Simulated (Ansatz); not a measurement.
`C[CH2][SbH2]` + H₂S → `[SH][SbH2]` + `CC` at 700 K and 1 bar (ligand exchange at the Sb–C bond).

Program: Ansatz. Geometries: PBE0-D4/def2-TZVP. ΔE: electronic, gas phase. CCSD(T)/CBS adds triple-zeta CCSD(T) − MP2 to the extrapolated MP2 energy (def2 sets, frozen cores). This one scheme is used for every species. Elements past krypton have def2 core potentials. For Sb outer-core shells are correlated without core-valence functions, which leaves a few kJ/mol of doubt a bond.

```json
{"species": "`C[CH2][SbH2]`", "CCSD(T)/CBS energy (Eh)": "-320.31453", "H − E (kJ/mol)": "270.5", "S (J/(mol·K))": "411.9"}
{"species": "H₂S", "CCSD(T)/CBS energy (Eh)": "-398.97279", "H − E (kJ/mol)": "64.8", "S (J/(mol·K))": "236.9"}
{"species": "`[SH][SbH2]`", "CCSD(T)/CBS energy (Eh)": "-639.59431", "H − E (kJ/mol)": "103.3", "S (J/(mol·K))": "354.6"}
{"species": "`CC`", "CCSD(T)/CBS energy (Eh)": "-79.71954", "H − E (kJ/mol)": "238.1", "S (J/(mol·K))": "289.3"}
```

H − E and S are ideal-gas, rigid-rotor, harmonic terms from PBE0-D4/def2-TZVP. 1 Eh = 2625.50 kJ/mol, R = 8.31446 J/(mol·K).

Problem. By hand: ΔE, ΔH, ΔS and ΔG.

Solution. ΔE = (-639.59431) + (-79.71954) − (-320.31453) − (-398.97279) = -0.02653 Eh = -69.7 kJ/mol. Δ(H − E) = 103.3 + 238.1 − 270.5 − 64.8 = 6.1, so ΔH = -63.6 kJ/mol. ΔS = 354.6 + 289.3 − 411.9 − 236.9 = -4.9 J/(mol·K). ΔG = -63.6 − 700 × (-4.9)/1000 = -60.2 kJ/mol.

Problem. By hand: the equilibrium constant, and the temperature at which ΔG would vanish if ΔH and ΔS stayed fixed.

Solution. log₁₀ K = −ΔG/(RT ln 10) = 4.5. ΔG = 0 at ΔH/ΔS = 12980 K, far beyond where these terms or the molecules hold.

The number of gas molecules stays the same, so ΔS is small and ΔH decides. A doubt of 5 kJ/mol in ΔE shifts log₁₀ K by 0.4 here. These are equilibria of isolated gas molecules and say nothing of rates. Largest T1 diagnostic: 0.013 (customary marks: 0.02 for closed shells, 0.045 for open ones).
